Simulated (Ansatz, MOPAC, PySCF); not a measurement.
System: BBr₂, charge 0, multiplicity 2. SMILES: Br[B]Br
Geometry from a B3LYP-D3(BJ)/def2-TZVP (Ansatz, a first-principles code) optimisation:
```
B
Br 1 1.8889
Br 1 1.8889 2 126.56
```
Charge 0, spin multiplicity 2.

Property: vertical ionisation energy to the singlet, in eV. Set-up: non-relativistic; no dispersion term unless named; frozen cores in correlated levels (noble-gas shells and the d and f shells of earlier blocks); UHF or UKS for open shells; spin-orbit terms left out; six Cartesian d functions in 6-31G* and its kin unless marked 5d; LANL2DZ with its own core potentials from Na on; PM7 with its own dispersion and hydrogen-bond terms; each state is the SCF solution reached for its charge and spin. Ab initio and DFT rows: single points at B3LYP-D3(BJ) geometries (Ansatz). Semi-empirical rows: differences of heats of formation at the shared geometry for vertical values.

| level | program | vertical ionisation energy to the singlet (eV) |
|---|---|---|
| PM3 | MOPAC | 10.30 |
| PM7 | MOPAC | 8.24 |
| MNDO | MOPAC | 10.21 |
| HF/6-31G* | Ansatz | 8.56 |
| HF/6-31G* with LANL2DZ past Ar | Ansatz | 8.74 |
| PBE/6-31G* | Ansatz | 8.25 |
| PBE/6-31G* with LANL2DZ past Ar | Ansatz | 8.31 |
| B3LYP/STO-3G | Ansatz | 6.08 |
| B3LYP/6-31G* | Ansatz | 8.45 |
| B3LYP/6-31G* with LANL2DZ past Ar | Ansatz | 8.52 |
| M06-2X/6-31G* with LANL2DZ past Ar (5d) | PySCF | 8.69 |
| MP2/6-31G* | Ansatz | 8.18 |
| MP2/6-31G* with LANL2DZ past Ar | Ansatz | 7.99 |
| PBE/def2-TZVPD | Ansatz | 8.27 |

No value to compare with is used here. The 13 habitual levels span 6.08 (B3LYP/STO-3G) to 10.30 eV (PM3); PBE/def2-TZVPD gives 8.27.

The levels are drawn from those run, B3LYP/6-31G* more often than the rest, none by its result; left out are runs that failed, that the program found above a lower state of the same kind, or whose <S^2> lies over 0.5 above the pure value.
